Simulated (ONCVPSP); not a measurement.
An all-electron radial function and its pseudo partner (osmium)

Columns: radius, all-electron u(r) and pseudo u(r) of the 5p shell (level -58.95 eV) of osmium in the configuration [Kr] 4d10 4f14 5s2 5p6 5d6 6s1; Wu-Cohen, scalar-relativistic, ONCV scheme, ONCVPSP 4.0.1.

```
r (bohr)  all-electron  pseudo
   0.093        0.1617  0.0198
   0.185        0.2412  0.0772
   0.278       -0.3574  0.1696
   0.370       -0.5697  0.2886
   0.463       -0.3563  0.4277
   0.555        0.0323  0.5728
   0.648        0.4234  0.7147
   0.740        0.7282  0.8384
   0.833        0.9336  0.9364
   0.925        1.0442  0.9999
   1.018        1.0817  1.0274
   1.110        1.0655  1.0200
   1.203        1.0133  0.9824
   1.295        0.9404  0.9226
   1.388        0.8557  0.8472
   1.480        0.7684  0.7650
   1.573        0.6815  0.6805
   1.665        0.5998  0.5996
   1.758        0.5234  0.5233
   1.850        0.4547  0.4546
   1.943        0.3926  0.3925
   2.035        0.3381  0.3380
   2.128        0.2897  0.2896
   2.220        0.2479  0.2478
   2.313        0.2112  0.2112
   2.405        0.1799  0.1799
```

How many radial nodes do the two functions have?

The all-electron 5p function has n − l − 1 = 3 (the table is too coarse to show those close to the nucleus); the pseudo-wave has 0, since the states of the same l below it are removed with the core.

At about which radius was the pseudo-wave matched?

1.80 bohr. The columns agree to 0.0005 from 1.67 bohr on; several derivatives are matched, so the curves merge somewhat inside the radius.

Is the pseudo-wave norm-conserving?

Yes: the ONCV scheme keeps the norm inside the radius equal to the all-electron one, which fixes the energy derivative of the logarithmic derivative at the level.
